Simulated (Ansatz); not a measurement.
Results of the Gaussian-basis code of Ansatz.

A structure relaxed at PBE0-D4/def2-TZVP, charge 0, multiplicity 1:

```
atom   x (Å)   y (Å)   z (Å)
  C1  -0.262   0.097  -1.330
  V2  -0.178  -0.462   0.602
  O3  -1.062  -1.738   0.681
  O4  -0.911   0.865   1.509
  O5   1.517  -0.856   0.906
  H6  -1.304   0.293  -1.587
  H7   0.340   0.998  -1.478
  H8   0.125  -0.720  -1.942
  H9  -0.463   1.704   1.650
 H10   2.198  -0.182   0.989
```

(1) Give its formula and SMILES.

(2) Point group (tolerance 0.08 Å, 0.16 Å for H)?

(3) Summarise the bond lengths by kind.

Results:

(1) CH5O3V, `[CH3][V](=[O])([OH])[OH]`.

(2) Cs.

(3) 1 × C–V 2.013 Å; 3 × C–H 1.092 to 1.093 Å; 3 × O–V 1.554 to 1.766 Å; 2 × H–O 0.961 Å.
